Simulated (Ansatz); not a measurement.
HCl, charge +1, doublet, at a GFN2-xTB geometry (a state made from the parent by changing its charge; the spin is typed, not shown lowest); PBE/aug-cc-pVDZ in Ansatz (a quantum-chemistry and plane-wave program).

Here is a job for Ansatz.
Ansatz 0.2 input:
```yaml
crystal:
  periodic: [false, false, false]
  atoms:
    - {symbol: Cl, position_ang: [-0.00000000, -0.00000000, -0.07394818]}
    - {symbol: H, position_ang: [0.00000000, 0.00000000, 1.25711911]}
basis:
  gaussian:
    orbitals: aug-cc-pVDZ
hamiltonian:
  xc: pbe
total_charge: 1
magnetization: {spin_polarized: true, initial_magnetization: 1}
accuracy: high
```

What does Ansatz print? Leave out banner, timings and long lists.


```
Functional definition: PBE
620 factors; integrals over basis functions are off by at most 3.9e-9 eV
mean field evaluation 1: about -12520.1503 eV, gradient 1.5e1 eV
mean field evaluation 2: about -12520.5201 eV, gradient 1.3e1 eV
mean field evaluation 4: about -12521.3588 eV, gradient 3.9e-1 eV
mean field evaluation 8: about -12521.3589 eV, gradient 6.4e-4 eV
mean field evaluation 16: about -12521.3589 eV, gradient 4.2e-8 eV
mean field -12521.35886762 eV, -460.1514511031 hartree, gradient 1.2e-8 eV, S^2 0.752469; 1 other end points of the search recorded, 0 dependent functions left out
reference -12521.35887130 eV, -460.1514512383 hartree; 9, 8 occupied and 27, 28 virtual orbitals, 620 factors
Total energy: -12521.35887130 eV, -460.1514512383 hartree
```
